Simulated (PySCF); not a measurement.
A species of formula C6H13O3P has this rotational fingerprint, computed with PBE0/pcSseg-1 in PySCF (dipole) on a GFN2-xTB geometry, gas phase:

```
Rotational constants : A = 1893, B = 750.0, C = 701.0 MHz
Dipole components    : |μa| = 2.89 D, |μb| = 2.01 D, |μc| = 0.02 D
Inertial defect      : -219.86 u·Å²
κ                    : -0.92
```

Question: Which candidate fits, each taken in the one conformer that was computed?
A. `[CH3:1][O:2][CH2:3][P:4]1(=[O:5])[CH2:6][CH2:7][O:8][CH2:9][CH2:10]1` with C1–O2–C3–P4 -178°, O2–C3–P4–O5 -179°, C3–P4–C6–C7 -165°, P4–C6–C7–O8 63°, C6–C7–O8–C9 -70°, C7–O8–C9–C10 70°
B. `[CH3:1][C:2](=[O:3])[P@:4]([CH3:5])(=[O:6])[CH2:7][CH2:8][CH2:9][OH:10]` with C1–C2–P4–C5 120°, C2–P4–C7–C8 -157°, P4–C7–C8–C9 -59°, C7–C8–C9–O10 72°, C8–C9–O10–H -82°

Answer: A. It is COCP1(=O)CCOCC1, a near-prolate asymmetric top. The candidates at the same level (rigid rotor, commonest isotopes):

```json
{"SMILES": "CC(=O)[P@](C)(=O)CCCO", "A (MHz)": "2048", "B (MHz)": "732.7", "C (MHz)": "673.8", "μa (D)": "0.85", "μb (D)": "1.61", "μc (D)": "0.36", "Δ (u·Å²)": "-186.38", "point group": "C1", "rotor": "near-prolate asymmetric top"}
{"SMILES": "COCP1(=O)CCOCC1", "A (MHz)": "1893", "B (MHz)": "750.0", "C (MHz)": "701.0", "μa (D)": "2.89", "μb (D)": "2.01", "μc (D)": "0.02", "Δ (u·Å²)": "-219.86", "point group": "near Cs", "rotor": "near-prolate asymmetric top"}
```

`CC(=O)[P@](C)(=O)CCCO` has A 8 % too high. No structure here is proved a minimum.
